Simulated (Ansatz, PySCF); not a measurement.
Gas-phase reaction in SMILES: F[C]Cl + 3 [H][H] (H2) -> C (CH4) + Cl (HCl) + F (HF)
Each molecule is optimised on its own at B3LYP-D3(BJ)/def2-TZVP (Ansatz, a first-principles code). Unstable Hartree-Fock reference: F[C]Cl.

Wanted: energy of full hydrogenation (0 K, with B3LYP-D3(BJ) harmonic zero-point energies from PySCF), in kcal/mol. Cores are frozen in the correlated levels unless marked. Spin-orbit coupling is left out. Non-relativistic. CBS(X,Y): correlation extrapolated as X^-3; Hartree-Fock from the larger set.

```csv
level,program,energy of full hydrogenation (kcal/mol)
PBE-D3(BJ)/def2-TZVPD,Ansatz + dftd3,-104.5
BHLYP-D3(BJ)/def2-TZVPD,Ansatz + dftd3,[?]
r2SCAN0-D4/def2-TZVPD,Ansatz + dftd4,[?]
wB97X/def2-TZVPD,Ansatz,-112.5
SCS-MP2/cc-pV(Q+d)Z,Ansatz,-113.2
CCSD/STO-3G,Ansatz,-65.0
"CCSD(T)/CBS(cc-pV(T+d)Z,cc-pV(Q+d)Z)",Ansatz,-111.0
```

**Question.** Fill in the missing entries.

**Answer.** 
- BHLYP-D3(BJ)/def2-TZVPD, energy of full hydrogenation (kcal/mol): -114.0
- r2SCAN0-D4/def2-TZVPD, energy of full hydrogenation (kcal/mol): -113.1
